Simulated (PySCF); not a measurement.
**First-order multiplets**

Atoms are numbered as in `[CH2:1]=[C:2]([Br:3])[O:4][CH:5]=[O:6]` (H(Xn): hydrogen on atom n). Ha(C1) is cis to Br3; Hb(C1) is trans to Br3.

Method: PBE0/pcSseg-1 with gauge-including orbitals, PBE0-D3(BJ)/def2-SVP geometry, J: B3LYP/pcJ-1 (pcSseg-1 on Br), in PySCF 2.14.0 with density-fitted response routines (non-relativistic Hamiltonian, a single conformation, gas phase).

δ = σ(ref) − σ, references computed at the same level: TMS for ¹³C (σ = 184.41 ppm), ¹H (σ = 31.27 ppm).

Spectrometer: 400 MHz for ¹H. First-order analysis; couplings under 1 Hz (under 4 Hz in carbon signals) are ignored, and nearly equal couplings are merged; the smaller ones broaden or split the lines further.

Task: What pattern does C1 show in the proton-coupled ¹³C spectrum?

Result: A doublet of doublets at δ 113.9: 183.1 Hz to Hb(C1) (1 × ¹H, 1 bond away), 177.4 Hz to Ha(C1) (1 × ¹H, 1 bond away). Lines in Hz from the centre (relative intensity): +180.2 (1), +2.9 (1), -2.9 (1), -180.2 (1). The outer lines are 360.5 Hz apart, the sum of the couplings kept, or 3.584 ppm at this field.

Task: What pattern does H(C5) show (¹H)?

Result: A doublet at δ 7.74: 1.1 Hz to Ha(C1) (1 × ¹H, 5 bonds away). Lines in Hz from the centre (relative intensity): +0.6 (1), -0.6 (1). The outer lines are 1.1 Hz apart, the sum of the couplings kept, or 0.003 ppm at this field.

Task: What pattern does C2 show in the proton-coupled ¹³C spectrum?

Result: A doublet at δ 153.9: 12.8 Hz to H(C5) (1 × ¹H, 3 bonds away). Lines in Hz from the centre (relative intensity): +6.4 (1), -6.4 (1). The outer lines are 12.8 Hz apart, the sum of the couplings kept, or 0.127 ppm at this field.

Task: What pattern does Hb(C1) show (¹H)?

Result: A doublet at δ 6.90: 2.8 Hz to Ha(C1) (1 × ¹H, 2 bonds away). Lines in Hz from the centre (relative intensity): +1.4 (1), -1.4 (1). The outer lines are 2.8 Hz apart, the sum of the couplings kept, or 0.007 ppm at this field.

Relativistic effects, spin–orbit coupling among them, are left out; they matter for Br and for the light atoms bonded to it.
